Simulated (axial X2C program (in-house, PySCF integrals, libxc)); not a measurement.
**LiSr⁺: from Re and ωe to a spectrum**

A bond curve at the CCSD(T) level, two-component, was computed with an in-house all-electron X2C program for linear molecules (integrals from PySCF) (basis Sr dyall-cv3z [13s12p8d5f1g], Li dyall-cv3z [7s8p2d] (cores contracted in-house)) for the state Ω = 0 (closed shell). Its fit gives Re = 3.4489 Å, ωe = 224.4 cm⁻¹, ωexe = 1.17 cm⁻¹ and αe = 1.800e-03 cm⁻¹; the masses are 87.9056 and 7.0160 u. Two-component means X2C with spin–orbit coupling and atomic mean-field Coulomb and Gaunt terms.

Correlated methods: 10 electrons correlated (number of frozen shells: Sr 3 s, 2 p, 1 d; Li 1 s), 238 virtual spin orbitals or spinors in MP2, 90 natural virtuals in coupled cluster.

(1) Find the reduced mass, Be and the force constant.

(2) Estimate the centrifugal constant by the Kratzer relation.

(3) Estimate De from a Morse curve and compare with the computed well depth of 1.332 eV to Sr + Li+.

(4) Where do the fundamental and the first overtone lie?

(5) A Morse curve ties αe to the other constants (Pekeris). How well does that hold?

Occupations by symmetry block were frozen at the best pattern of an incomplete PBE0 search. De is counted from the lowest determinant-based energies of the atoms at the same level, without counterpoise correction. CCSD and (T) use frozen natural virtuals with an MP2 correction for the truncation; (T) itself is uncorrected, so its De runs slightly low.

Results:

(1) From the CCSD(T) values: μ = 6.4974 u. Be = 16.8576/(μ Re²) = 0.2181 cm⁻¹. k = 5.8918×10⁻⁷ μ ωe² = 0.193 mdyn/Å.

(2) D = 4Be³/ωe² = 8.24e-07 cm⁻¹.

(3) De(Morse) = ωe²/(4ωexe) = 1.334 eV against 1.332 eV computed, a ratio of 1.00. For De the Morse form works well here.

(4) ν(1←0) = ωe − 2ωexe = 222.1 cm⁻¹; ν(2←0) = 2ωe − 6ωexe = 441.8 cm⁻¹.

(5) αe(Morse) = 6Be²/ωe × (√(ωexe/Be) − 1) = 1.674e-03 cm⁻¹; the CCSD(T) curve gives 1.800e-03 cm⁻¹, a ratio of 0.93.
